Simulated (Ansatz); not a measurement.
Molecule: C$_{5}$H$_{10}$Se, charge 0, multiplicity 1. 
Geometry from a B3LYP-D3(BJ)/def2-TZVP (Ansatz, a first-principles code) optimisation:
SMILES: C=C[Se]C(C)C
```xyz
16

C      2.7944     0.8236     0.1189
C      1.6425     0.3592     0.5865
Se     0.3174    -0.5026    -0.4775
C     -1.2688     0.0369     0.5985
C     -2.4649    -0.7559     0.0920
C     -1.4942     1.5389     0.5426
H      3.5394     1.2305     0.7917
H      3.0393     0.8058    -0.9357
H      1.4127     0.3930     1.6462
H     -1.0309    -0.2705     1.6182
H     -3.3521    -0.5043     0.6783
H     -2.2987    -1.8306     0.1695
H     -2.6803    -0.5166    -0.9518
H     -0.6212     2.0916     0.8895
H     -2.3438     1.8137     1.1757
H     -1.7109     1.8591    -0.4780
```

Basis-set convergence of Hartree-Fock and CCSD correlation energies (hartree) with Ansatz. Cores are frozen in the correlated levels unless marked. No spin-orbit coupling. The frozen core is the preceding noble-gas configuration, with the filled d and f shells of earlier blocks. No relativistic terms.

```
basis    functions        E(HF)  E(corr, CCSD)
-------  ---------  -----------  -------------
cc-pVDZ        147  -2594.95634       -0.89631
cc-pVTZ        333  -2595.08886       -1.07481
cc-pVQZ        643  -2595.10458       -1.12935
```

Extrapolating the two largest sets (X = 3 and 4) as X^-3: E(corr) = (64·(-1.12935) - 27·(-1.07481))/37 = -1.1691 Eh, an estimate of the basis-set limit. The largest set recovers 96.6 % of it, the smallest 76.7 %.
